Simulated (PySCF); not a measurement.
Match the calculated data to a structure.

All candidates are C6H5N3.

* 1H NMR: chemical shifts (computed TMS as zero) by class: 9.43 (1 H), 2.97 (1 H), 2.66 (3 H) ppm [GIAO PBE0/pcSseg-1]
* UV, first state: lowest singlet excitation: 3.30 eV (376 nm, f = 0.004) [TDDFT CAM-B3LYP/def2-SVPD]
* Couplings: largest of the computed one-bond spin–spin couplings (means over like bonds): 13C–1H +270.4, 13C–1H +193.1, 13C–1H +134.8 (×3) Hz [B3LYP/pcJ-1, spin–dipole term left out]
* 13C NMR: chemical shifts (computed TMS as zero) by class: 162.3 (1 C), 158.1 (1 C), 153.8 (1 C), 90.1 (1 C), 86.1 (1 C), 24.0 (1 C) ppm [GIAO PBE0/pcSseg-1]
* Dipole: 3.28 D [CAM-B3LYP/def2-SVPD]
* NMR, other nuclei: isotropic shieldings of nuclei other than C and H, by class: -218 (1 N), -170 (1 N), -69 (1 N) ppm [GIAO PBE0/pcSseg-1]
* Rotational structure: rotational constants A, B, C: 3.533, 1.307, 0.960 GHz [GFN2-xTB]
* Polarisability: 89.8 au [CAM-B3LYP/def2-SVPD]

The electronic properties come from PySCF, for the isolated species, density fitting. Levels stand in brackets. Geometry: GFN2-xTB; no solvent, vibrations or thermal averaging. NMR values are class means; diastereotopic atoms form classes of their own.

Question: Which candidate is it?
A. `C=Cc1cc(C#N)[nH]n1`
B. `C#Cc1nncnc1C`
C. `C#Cc1nncc(C)n1`
D. `Cc1ncc(C#N)cn1`
E. `C=Cn1nccc1C#N`

Answer: C. It is `C#Cc1nncc(C)n1`. Numbering: `[CH:1]#[C:2][c:3]1[n:4][n:5][cH:6][c:7]([CH3:8])[n:9]1`. Its formula, C6H5N3, gives 6 degrees of unsaturation: 1 ring and 5 π bonds in the structure found (Kekulé form). 6 carbons fall into 6 classes; from least to most shielded: substituted aromatic carbon [C7] (162.3 ppm), substituted aromatic carbon [C3] (158.1 ppm), aromatic CH next to a ring nitrogen [C6] (153.8 ppm), terminal alkyne carbon [C1] (90.1 ppm), alkyne carbon [C2] (86.1 ppm), benzylic-type carbon [C8] (24.0 ppm). Hydrogen classes from least to most shielded: 1 H on an aromatic CH next to a ring nitrogen, C6 (9.43 ppm), 1 H on a terminal alkyne carbon, C1 (2.97 ppm), 3 H on a benzylic-type carbon, C8 (2.66 ppm). The other shieldings belong to: -218 ppm, pyridine-type nitrogen [N5]; -170 ppm, pyridine-type nitrogen [N4]; -69 ppm, pyridine-type nitrogen [N9]. The couplings run between: +270.4 Hz, terminal alkyne carbon [C1] and its hydrogen; +193.1 Hz, aromatic CH next to a ring nitrogen [C6] and its hydrogen; +134.8 Hz, benzylic-type carbon [C8] and its hydrogen (with 2 like pairs). The optimised geometry has point group Cs and is an asymmetric top.

The others, at the same levels:
- `Cc1ncc(C#N)cn1` fails: its computed lowest singlet excitation is 4.39 eV (282 nm, f = 0.000) (against 3.30 eV), static isotropic polarisability is 86.5 au (against 89.8 au) and rotational constant A is 5.944 GHz (against 3.533 GHz).
- `C#Cc1nncnc1C` fails: its computed 13C shifts are 168.7 (1 C), 157.8 (1 C), 154.0 (1 C), 102.0 (1 C), 83.5 (1 C), 25.5 (1 C) ppm, 1H shifts are 9.74 (1 H), 3.70 (1 H), 2.79 (3 H) ppm and rotational constant A is 3.035 GHz (against 3.533 GHz).
- `C=Cn1nccc1C#N` fails: its computed 13C shifts are 144.4 (1 C), 135.4 (1 C), 122.9 (1 C), 119.7 (1 C), 115.9 (1 C), 111.8 (1 C) ppm, 1H shifts are 7.80 (1 H), 7.53 (1 H), 6.97 (1 H), 6.63 (1 H), 5.44 (1 H) ppm and lowest singlet excitation is 5.09 eV (244 nm, f = 0.330) (against 3.30 eV).
- `C=Cc1cc(C#N)[nH]n1` fails: its computed 13C shifts are 155.3 (1 C), 133.7 (1 C), 125.6 (1 C), 121.8 (1 C), 119.1 (1 C), 116.0 (1 C) ppm, 1H shifts are 9.80 (1 H), 6.95 (1 H), 6.78 (1 H), 6.77 (1 H), 5.78 (1 H) ppm and rotational constant A is 7.219 GHz (against 3.533 GHz).

Each candidate is one conformer, not necessarily the lowest. The conformers computed, where there is a choice (atom-mapped SMILES and torsion angles):
- `[CH2:1]=[CH:2][n:3]1[n:4][cH:5][cH:6][c:7]1[C:8]#[N:9]`: C1–C2–N3–N4 0°
- `[CH2:1]=[CH:2][c:3]1[cH:4][c:5]([C:6]#[N:7])[nH:8][n:9]1`: C1–C2–C3–C4 180°
